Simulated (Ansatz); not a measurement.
**Several solutions for triplet Fe(2+)**

A single Fe atom.

Basis set: def2-SVP (spherical functions). Charge 2, multiplicity 3.

UHF was run from several starts with Ansatz (development build ahead of 0.2.0).

```tsv
run	program	start	converged	energy (hartree)	<S²>
A	Ansatz	atomic start, no search	yes	-1261.34960	2.00
B	Ansatz	stability test followed	yes	-1261.39083	2.96
C	Ansatz	search for the lowest state	yes	-1261.39083	2.96
```

Which runs reached the lowest solution of this kind, and what is wrong with the others?

B, C reached the lowest solution found. Converged but too high: A by 1.12 eV. Convergence only shows a stationary point, and even a stable one can lie too high; stability tests and further starts are what find lower ones. Caution: another spin multiplicity may lie lower. Caution: the unrestricted determinant is a mixture of spin states.
